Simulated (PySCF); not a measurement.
## Manganese: a sound run and one with changed settings

Sound run: Mn [Ar] 3d5 4s2, Mn⁺ [Ar] 3d5 4s1. All numbers are calculated (PySCF 2.14, the non-relativistic Hamiltonian (point nucleus), in cc-pVDZ (6s5p3d1f, 43 functions)). In the sound run the correlated levels freeze [Ar]. The sound run starts from symmetry-adapted Hartree-Fock orbitals and uses a fine grid where one is needed.

Changed run: basis STO-3G. This setting is unsound on purpose.

```
species  method  sound run (hartree)  changed run (hartree)  converged
     Mn     UHF          -1149.86769            -1137.64844        yes
     Mn     LDA          -1148.61857            -1136.05271        yes
     Mn    BP86          -1151.14115            -1138.64135        yes
     Mn     MP2          -1149.96641            -1137.66872        yes
    Mn⁺     UHF          -1149.64787            -1137.50099        yes
    Mn⁺     LDA          -1148.34346            -1135.84487        yes
    Mn⁺    BP86          -1150.87003            -1138.43857        yes
    Mn⁺     MP2          -1149.71485            -1137.50111        yes
```

Ionisation energy of Mn:

```tsv
method	sound run (eV)	changed run (eV)
UHF	5.982	4.012
LDA	7.486	5.656
BP86	7.377	5.518
MP2	6.845	4.561
SCS-MP2	7.027	4.670
```

A minimal basis cannot let orbitals breathe on ionisation and holds almost no correlation.

For comparison, NIST gives 7.434 eV between the lowest levels.
